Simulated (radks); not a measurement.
Numerical settings for neutral magnesium, [Ne] 3s2. Method: non-relativistic Kohn-Sham, LDA (Slater exchange, Perdew-Wang correlation), spin-polarised, spherical densities, point nucleus; computed with a radial shooting solver on a logarithmic mesh with Libxc functionals. The defaults (mesh step 0.008 in ln r, mesh end at 40 bohr or more with all orbitals vanishing there, Anderson mixing 0.5 over 9 steps, residual threshold near 1e-9 with the energy settled to 1e-9 hartree or 1e-11 of itself, here a cap of 84 iterations) give E = -199.1353 hartree and 3s at -4.775 eV in 14 iterations. Run on one thread of a shared host, so times are rough (Arm Neoverse V1): 0.09 s of CPU time, 0.09 s wall, 14 iterations on 2597 mesh points. Changes against that run (0 stands for a change within the tolerance of the run):

setting                    iterations         converged  E (mhartree)  e(3s) (meV)  CPU (s)
mesh step in ln r 0.2               9                no      diverged            -     0.02
mesh step in ln r 0.05             14               yes     +0.000251            0     0.02
mesh step in ln r 0.012            14               yes             0            0     0.07
mesh end (bohr) 2                  13  level above zero     +5.26e+03    +7.93e+04     0.06
mesh end (bohr) 3                  13  level above zero     +1.13e+03    +2.06e+04     0.07
residual threshold 0.001            9               yes             0            0     0.07
residual threshold 1e-13           19               yes             0            0     0.11
mixing 0.05                        20               yes             0            0     0.13
linear mixing, mixing 0.5          29               yes             0            0     0.15
linear mixing, mixing 1            84                no             0            0     0.43
mixing history 20                  18               yes             0            0     0.11
iteration cap 5                     5                no        +0.058        +55.6     0.04

Settled on a wrong energy, with an occupied level pushed above zero by the early mesh end: mesh end (bohr) 2 (+5.26 hartree); mesh end (bohr) 3 (+1.13 hartree). Apart from these: no run marked as converged misses the energy by more than 1 mhartree. A mesh that ends early acts as a hard wall.
